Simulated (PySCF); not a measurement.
## Rh²⁺: ionisation energy

Rh²⁺ [Kr] 4d7 [4d3/2^4 4d5/2^3, M_J = 9/2] → Rh³⁺ [Kr] 4d6 [4d3/2^4 4d5/2^2, M_J = 4], as a difference of total energies. Computed with PySCF 2.14 in x2c-SVPall-2c (6s8p6d1f, 67 functions), with the two-component X2C-1e Hamiltonian. Correlated levels: [Ar] 3d10 frozen; the 6 highest virtual spinors dropped. "Screened" scales the spin-orbit matrix elements by Boettger's factors to mimic the two-electron term; Breit and QED terms are absent.

| method | ionisation energy (eV) | difference from reference (eV) |
| --- | --- | --- |
| GHF (spin-free) | 29.272 | -1.788 |
| GMP2 (spin-free) | 30.314 | -0.746 |
| GHF (screened spin-orbit) | 29.326 | -1.734 |
| GMP2 (screened spin-orbit) | 30.372 | -0.688 |

Reference: 31.06 eV (semi-empirical (NIST evaluation); NIST Atomic Spectra Database, ionization energies).

The spin-free rows relax to the high-spin LS determinant and lack the spin-orbit shift.

Errors of the correlated levels include the incompleteness of this basis and the frozen core.

The labels give the starting determinants; with spin-orbit coupling the two ends relaxed to ⟨J²⟩ = 24.76, ⟨L²⟩ = 12.16, ⟨S²⟩ = 3.71 and ⟨J²⟩ = 20.01, ⟨L²⟩ = 6.10, ⟨S²⟩ = 5.96.
